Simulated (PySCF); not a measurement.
Al(F)(GeH3)(H) (AlFGeH₄), SMILES [AlH]([GeH3])[F]. Heavy atoms are numbered as in [AlH:1]([F:2])[GeH3:3]. Hydrogens are named by the atom that carries them.

Geometry optimised at B3LYP-D3(BJ)/def2-SVP.

These are PySCF with CAM-B3LYP/def2-TZVPD values and carry that method's errors.

ESP charges are fitted to the potential on shells at 1.4 to 2.0 van der Waals radii. Atomic charges (e), one atom of each kind:

```tsv
atom	ESP fit	IAO
Al1 (AlH)	0.95	0.96
F2	-0.45	-0.58
Ge3 (GeH3)	-0.26	0.04
H on Ge3	0.01	-0.07
H on Al1	-0.28	-0.22
```
